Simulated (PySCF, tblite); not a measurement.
Compound: C7H13NSi.
Bonds: C1–C2 (double), C2–C3, C3–C4, C4–Si5, Si5–N6, N6–C7 (double), C4–C8, C8–C9, C4–C9. Hydrogens: H10, H11 on C1; H12 on C2; H13, H14 on C3; H15, H16 on Si5; H17, H18 on C7; H19, H20 on C8; H21, H22 on C9.

Structure optimised with GFN2-xTB, isolated species.

Question: What internal coordinates does the optimisation give?

Answer: 
| bond | length (Å) | order |
| --- | --- | --- |
| C1=C2 | 1.319 | double |
| C2–C3 | 1.495 | single |
| C3–C4 | 1.519 | single |
| C4–Si5 | 1.888 | single |
| Si5–N6 | 1.724 | single |
| N6=C7 | 1.246 | double |
| C4–C8, C4–C9 | 1.505 | single |
| C8–C9 | 1.493 | single |
| C1–H10 | 1.078 | single |
| C1–H11 | 1.077 | single |
| C2–H12 | 1.083 | single |
| C3–H13, C3–H14 | 1.094 | single |
| Si5–H15, Si5–H16 | 1.466 | single |
| C7–H17 | 1.094 | single |
| C7–H18 | 1.088 | single |
| C8–H19, C9–H21 | 1.080 | single |
| C8–H20, C9–H22 | 1.081 | single |

Bonds in one row agree within 0.01 Å and their mean is given. Orders are formal, as drawn. A selection of angles:
| angle | degrees |
| --- | --- |
| C2–C1–H10 | 121.5 |
| C2–C1–H11 | 122.2 |
| H10–C1–H11 | 116.3 |
| C1–C2–C3 | 124.6 |
| C1–C2–H12 | 120.3 |
| C3–C2–H12 | 115.1 |
| C2–C3–C4 | 111.0 |
| C2–C3–H13 | 109.8 |
| C4–C3–H13 | 109.5 |
| H13–C3–H14 | 108.1 |
| C3–C4–Si5 | 114.2 |
| C3–C4–C8 | 117.1 |
| Si5–C4–C8 | 119.0 |
| C8–C4–C9 | 59.5 |
| C4–Si5–N6 | 104.3 |
| C4–Si5–H15 | 110.2 |
| C4–Si5–H16 | 110.9 |
| N6–Si5–H15 | 117.0 |
| N6–Si5–H16 | 102.4 |
| H15–Si5–H16 | 111.6 |
| Si5–N6–C7 | 134.0 |
| N6–C7–H17 | 124.9 |
| N6–C7–H18 | 119.4 |
| H17–C7–H18 | 115.7 |
| C4–C8–C9 | 60.3 |
| C4–C8–H19 | 118.3 |
| C4–C8–H20 | 118.0 |
| C9–C8–H19 | 118.2 |
| C9–C8–H20 | 118.1 |
| H19–C8–H20 | 113.9 |
| C4–C9–H21 | 118.8 |

Dihedral angles: C1–C2–C3–C4 -117° (anticlinal); C2–C3–C4–Si5 65° (synclinal); C3–C4–Si5–N6 168° (antiperiplanar); C4–Si5–N6–C7 119° (anticlinal); C3–C4–C8–C9 107° (anticlinal); C3–C4–C9–C8 -107° (anticlinal). The mirror-image conformer, all signs reversed, is as good.

Si5 (SiH2 silicon) is distorted tetrahedral (angles from 102.4° to 117.0°). The 6 C–C bonds span 1.319 Å (C1=C2, drawn double) to 1.519 Å (C3–C4, drawn single), a spread of 0.200 Å. Of the pairs four or more bonds apart, N6···H19 is among the closest relative to their van der Waals radii: 2.64 Å, 96 % of the sum of Bondi's values. The 3-membered ring C4–C8–C9 has internal angles of 59.5° to 60.3°.

Point group: C1 (no symmetry element, even within 0.4 Å). Its GFN2-xTB frequencies are all real (lowest 15 cm⁻¹). The numbers are those of one conformer.

The numbers are calculated, not measured.
